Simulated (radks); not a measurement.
Neutral carbon inside a hard spherical wall (all orbitals vanish at R), configuration held at [He] 2s2 2p2 and not refilled when levels cross. Calculated with a radial shooting solver on a logarithmic mesh with Libxc functionals: scalar-relativistic Kohn-Sham, r2SCAN, spin-polarised, spherical densities, finite nucleus; open shells are filled with parallel spins first; meta-GGA in the generalised Kohn-Sham scheme; Fermi nuclear charge, rms radius 2.4702 fm. Eigenvalues in eV for spin up, with the zero of energy where the potential of the charges vanishes at infinity; a dash marks a level that is unbound or too diffuse for the functional's potential to be trusted. A positive occupied level is held by the wall or, in an anion where self-interaction has pushed it up, behind a barrier. The pressure on the wall is -dE/dV.

[
 {"R (bohr)": "free", "E (hartree)": "-37.83398", "kinetic (hartree)": "37.742", "e(1s)": "-277.16", "e(2s)": "-15.704", "e(2p)": "-6.382", "e(3s, empty)": "-", "e(3p, empty)": "-", "pressure (GPa)": "0"},
 {"R (bohr)": "20", "E (hartree)": "-37.83398", "kinetic (hartree)": "37.742", "e(1s)": "-277.16", "e(2s)": "-15.704", "e(2p)": "-6.382", "e(3s, empty)": "-", "e(3p, empty)": "-", "pressure (GPa)": "< 0.0001"},
 {"R (bohr)": "15", "E (hartree)": "-37.83398", "kinetic (hartree)": "37.742", "e(1s)": "-277.16", "e(2s)": "-15.704", "e(2p)": "-6.382", "e(3s, empty)": "-", "e(3p, empty)": "-", "pressure (GPa)": "< 0.0001"},
 {"R (bohr)": "12", "E (hartree)": "-37.83398", "kinetic (hartree)": "37.742", "e(1s)": "-277.16", "e(2s)": "-15.704", "e(2p)": "-6.382", "e(3s, empty)": "0.612", "e(3p, empty)": "1.611", "pressure (GPa)": "< 0.0001"},
 {"R (bohr)": "10", "E (hartree)": "-37.83397", "kinetic (hartree)": "37.742", "e(1s)": "-277.16", "e(2s)": "-15.702", "e(2p)": "-6.381", "e(3s, empty)": "1.063", "e(3p, empty)": "2.402", "pressure (GPa)": "0.000411"},
 {"R (bohr)": "6", "E (hartree)": "-37.83021", "kinetic (hartree)": "37.771", "e(1s)": "-276.83", "e(2s)": "-15.505", "e(2p)": "-6.152", "e(3s, empty)": "5.448", "e(3p, empty)": "8.450", "pressure (GPa)": "0.363"},
 {"R (bohr)": "5", "E (hartree)": "-37.81703", "kinetic (hartree)": "37.854", "e(1s)": "-276.08", "e(2s)": "-15.070", "e(2p)": "-5.626", "e(3s, empty)": "9.846", "e(3p, empty)": "13.473", "pressure (GPa)": "2.42"},
 {"R (bohr)": "2.5", "E (hartree)": "-36.81547", "kinetic (hartree)": "41.297", "e(1s)": "-257.50", "e(2s)": "-1.092", "e(2p)": "9.619", "e(3s, empty)": "84.000", "e(3p, empty)": "80.602", "pressure (GPa)": "690"},
 {"R (bohr)": "1.5", "E (hartree)": "-30.42481", "kinetic (hartree)": "55.528", "e(1s)": "-214.49", "e(2s)": "64.624", "e(2p)": "64.308", "e(3s, empty)": "330.16", "e(3p, empty)": "272.71", "pressure (GPa)": "17500"}
]
